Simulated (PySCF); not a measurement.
B(OH)(SeH)2 (BH3OSe2), SMILES OB([SeH])[SeH]. Geometry optimised at PBE-D3(BJ)/def2-SVP. The structure was generated by enumeration, and PubChem lists no compound with its InChIKey, so it may never have been made. Other conformers were not sampled.

Task: Give the equilibrium geometry at PBE-D3(BJ)/def2-SVP (PySCF confirms it by a frequency run) as bond lengths and angles, and its point group. (Estimate from the structure and the level; the computed values follow.)

Result: One answer among several that fit: point group Cs.
Atoms: B1 O2 H3 Se4 H5 Se6 H7. Bonded distances (Å): B1–O2 1.363, B1–Se4 1.974, B1–Se6 1.967, O2–H3 0.973, Se4–H5 1.489, Se6–H7 1.484. Bond angles (°): O2–B1–Se4 125.7, O2–B1–Se6 115.2, Se4–B1–Se6 119.1, B1–O2–H3 114.2, B1–Se4–H5 95.7, B1–Se6–H7 94.6.
Charge 0, spin multiplicity 1.
